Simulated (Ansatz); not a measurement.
Reaction (formal exchange of groups at the Se–Si bond): `F[Si](F)(F)[SeH]` + `[Cl][GaH][Cl]` → `[Cl][Ga]([Cl])[SeH]` + `F[SiH](F)F`

Program: Ansatz. Geometries: PBE0-D4/def2-TZVP. ΔE: electronic, gas phase. CBS: MP2 limit from def2 TZ/QZ plus the TZ coupled-cluster correction, frozen cores. DFT in def2-TZVPP. For Ga, Se outer-core shells are correlated without core-valence functions, which leaves a few kJ/mol of doubt a bond. Scalar relativity is left out up to krypton. Each species was taken in one conformer, which may not be the lowest.

| level | ΔE (eV) |
| --- | --- |
| r2SCAN0-D4 | -0.49 |
| CCSD/def2-SVP | -0.63 |
| SCS-MP2/def2-QZVPP | -0.57 |
| MP2/CBS(def2) | -0.56 |

Q: What does CCSD(T)/CBS give? (Estimate.)

A: The calculation gave: -0.53 eV. The listed levels differ from it by 0.04, -0.10, -0.04, -0.03 eV.

Largest T1 diagnostic among the species: 0.012.

Leaving LDA and LC-ωPBE aside and taking each functional with its dispersion term where it has one, the values, not all of them listed here, spread over 0.18 eV, from BHLYP-D4 to B97M-V. LDA lies +0.05 eV from PBE without D4. At CCSD(T), def2-SVP lies −0.10 eV from the extrapolated value and def2-TZVPP −0.04 eV.
